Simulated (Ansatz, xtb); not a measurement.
A geometry optimisation of AlClF2HSi− with r2SCAN-D4/def2-SVPD

The starting geometry of this gas-phase singlet has its atoms placed at random.

```yaml
atoms:
  - { symbol: Al, position_ang: [0.9716, 1.5135, 0.0050] }
  - { symbol: Cl, position_ang: [-0.6240, -0.3142, -1.9219] }
  - { symbol: F, position_ang: [-0.1908, -1.0229, 1.2958] }
  - { symbol: F, position_ang: [-0.0383, 1.0109, -1.5047] }
  - { symbol: Si, position_ang: [-1.6369, -0.8594, 0.2004] }
  - { symbol: H, position_ang: [1.0934, 0.9637, -1.2813] }
```

Problem. One run relaxed it with r2SCAN-D4/def2-SVPD. What is a likely outcome?

Solution. It ends as a structure with Cl2 bridging Al1 and Si5, given below by its coordinates. Distances that change by over a tenth: Al1–H6 (1.40 → 1.61 Å). Contacts that open: Cl2–F4 (1.51 → 3.33 Å). Contacts that close: Al1–Cl2 (3.10 → 2.39 Å), Al1–Si5 (3.53 → 2.49 Å).

The energy falls by 14.66 eV over 20 steps:

| step | E − E(last) (eV) |
| --- | --- |
| 1 | 14.663 |
| 3 | 6.867 |
| 5 | 3.648 |
| 7 | 1.756 |
| 9 | 0.840 |
| 12 | 0.156 |
| 14 | 0.022 |
| 16 | 0.003 |
| 18 | 0.000 |
| 20 | 0.000 |

Final geometry (Å):

```xyz
6

Al    0.2656    0.9526   -0.7571
Cl   -0.6668   -0.9719   -1.8205
F    -0.2623   -1.4625    1.3312
F    -0.2737    2.3338   -1.6424
Si   -1.3563   -0.3904    0.5693
H     1.8685    0.8299   -0.8870
```

From the same start GFN2-xTB ends elsewhere, differing in Cl2–Si5 (3.54 against 2.55 Å here).

From so rough a start the end depends on the optimiser's path, so another program may land elsewhere. The end wasn't checked by frequencies. Run with Ansatz 0.2.0, 74 s on 2 threads of Intel(R) Xeon(R) Platinum 8375C CPU @ 2.90GHz (Ice Lake) (shared host).
